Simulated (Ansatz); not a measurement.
Ideal-gas functions of `FBCF` at 400 K and 1 bar, from an Ansatz frequency run at PBE0-D4/def2-TZVP.

Molar mass 63.84 g/mol, point group Cs (symmetry number 1), electronic degeneracy 1, moments of inertia 28.252, 95.363, 120.523 u Å². Harmonic wavenumbers (cm⁻¹, unscaled): 169, 189, 565, 632, 808, 984, 1110, 1114, 1251, 1347, 1412, 1443, 2612, 3010, 3044.

Use S(trans) = R[1.5 ln M + 2.5 ln T − 1.1517]; rotational temperatures θ = 24.2544 K / I; S(rot) = R[ln(√π/σ · √(T³/θAθBθC)) + 1.5]; for each mode x = 1.438777 ν̃/T, S = R[x/(eˣ − 1) − ln(1 − e⁻ˣ)] and H = RT x/(eˣ − 1); 1 cm⁻¹ = 0.0119627 kJ/mol; R = 8.31446 J/(mol·K).

Task: By hand: the entropy, in J/(mol·K).

Result: Translation 166.8. Rotation: θ = 0.8585, 0.2543, 0.2012 K, giving 104.9. Vibration, mode by mode: 12.58, 11.68, 3.72, 3.07, 1.87, 1.12, 0.78, 0.77, 0.51, 0.39, 0.32, 0.29, 0.01, 0.00, 0.00, in all 37.1. Electronic 0.0. Sum 308.8 J/(mol·K).

Task: By hand: H − E and G − E in kJ/mol, counted from the electronic energy.

Result: Zero-point energy ½ × 19690 × 0.0119627 = 117.8; thermal vibration 8.5; translation, rotation and pV give 4 RT = 13.3. H − E = 139.6 kJ/mol, and G − E = 139.6 − 400 × 308.8/1000 = 16.1 kJ/mol.

Vibration gives 12 % of the entropy. The sum counts one conformer and one mirror image; others add a mixing term.
